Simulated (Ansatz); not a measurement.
The same molecule with X = C, Si, Sn. Ansatz, PBE0-D4/def2-TZVP geometries, multiplicity 1. Each molecule was computed in one conformer, which needn't be the lowest.

Elements past krypton have def2 core potentials.

```tsv
X	molecule	mean X–F bond length / Å	mean X–O bond length / Å	zero-point energy (PBE0-D4/def2-TZVP) / kJ/mol	HOMO–LUMO gap (PBE0/def2-TZVPP) / eV	LUMO energy (PBE/def2-TZVPP) / eV
C	`OC(O)(O)F`	1.366	1.369	141.6	9.66	-0.23
Si	`O[Si](O)(O)F`	1.594	1.619	121.2	10.15	-0.53
```

Q: Give the row for X = Sn, `[OH][Sn]([OH])([OH])[F]`. (Best estimate.)

A: The calculation gave: 
```
 X                   molecule  mean X–F bond length / Å  mean X–O bond length / Å  zero-point energy (PBE0-D4/def2-TZVP) / kJ/mol  HOMO–LUMO gap (PBE0/def2-TZVPP) / eV  LUMO energy (PBE/def2-TZVPP) / eV
Sn  `[OH][Sn]([OH])([OH])[F]`                     1.908                     1.932                                           108.9                                  7.45                              -3.01
```

From C to Sn the mean X–F bond length rises at each step, by 0.542 Å in all; the mean X–O bond length rises at each step, by 0.563 Å in all; the zero-point energy (PBE0-D4/def2-TZVP) falls at each step, by 32.7 kJ/mol in all; the HOMO–LUMO gap (PBE0/def2-TZVPP) isn't monotonic: highest at Si, lowest at Sn; the LUMO energy (PBE/def2-TZVPP) falls at each step, by 2.78 eV in all. Bonds lengthen as the atom grows down the group.
